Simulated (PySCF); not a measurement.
Ge (germanium, neutral) across methods

[Ar] 3d10 4s2 4p2, high-spin 3P determinant. Computed with PySCF 2.14 in aug-cc-pVQZ-PP with one added diffuse shell each of s, p, d, f, g type with ECP10MDF (8s7p6d4f3g, 114 functions), with scalar relativity through the core potential.

| method | E (hartree) | mean ε 4s α (eV) | mean ε 4s β (eV) | mean ε 4p α (eV) | Σ⟨r²⟩ (bohr²) | ⟨S²⟩ |
| --- | --- | --- | --- | --- | --- | --- |
| revPBE | -294.5882 | -12.060 | -10.627 | -4.353 | 40.69 | 2.002 |
| PBE0 | -294.4928 | -13.638 | -11.685 | -5.368 | 40.32 | 2.003 |
| PW91 | -294.6416 | -12.204 | -10.840 | -4.404 | 40.63 | 2.002 |
| PBE | -294.5293 | -12.126 | -10.764 | -4.366 | 40.68 | 2.002 |
| LDA | -294.0591 | -12.360 | -11.146 | -4.383 | 40.51 | 2.001 |
| UHF | -293.35389 | -17.481 | -13.402 | -7.889 | 40.67 | 2.011 |
| r2SCANh | -294.4118 | -13.202 | -11.290 | -5.043 | 39.94 | 2.005 |

Problem. Estimate the same row for r2SCAN.

Solution. E (hartree) = -294.4156; mean ε 4s α (eV) = -12.655; mean ε 4s β (eV) = -10.928; mean ε 4p α (eV) = -4.679; Σ⟨r²⟩ (bohr²) = 39.95; ⟨S²⟩ = 2.005.

Energies and moments cover only the electrons outside the core potential.
